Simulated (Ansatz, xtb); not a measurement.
**CO2Zn: where a starting geometry ends**

The starting geometry of this gas-phase singlet was built from a drawn formula by distance geometry and a force field; its bonds are those of `O=[C]1[O][Zn]1`.

```xyz
4

C     0.4316    0.1297   -1.5692
O    -0.4092    0.8670   -1.0097
O     0.7296   -0.8054   -2.5302
Zn    2.3423   -0.5873   -1.4857
```

Problem. Where would you expect an optimisation with r2SCAN-D4/def2-SVP to take it?

Solution. It falls apart into CO2 + Zn. Distances that change by over a tenth: C1–O3 (1.37 → 1.17 Å). Contacts that open: C1–Zn4 (2.04 → 3.34 Å), O3–Zn4 (1.93 → 3.54 Å).

The energy falls by 2.20 eV over 11 steps:

```csv
step,E − E(last) (eV)
1,2.199
2,1.498
3,1.148
4,0.653
5,0.256
7,0.015
8,0.003
9,0.000
10,0.000
11,0.000
```

Final geometry (Å):

```yaml
atoms:
  - { symbol: C, position_ang: [-0.0153, 0.0360, -1.8695] }
  - { symbol: O, position_ang: [-0.1428, 0.7909, -0.9913] }
  - { symbol: O, position_ang: [0.0961, -0.7160, -2.7523] }
  - { symbol: Zn, position_ang: [3.1564, -0.5069, -0.9816] }
```

From the same start GFN2-xTB ends elsewhere, differing in C1–Zn4 (2.29 against 3.34 Å here).

No frequencies were run, so the end isn't proven a minimum. Run with Ansatz 0.2.0, 26 s on 1 thread of Arm Neoverse V1, on a shared host.
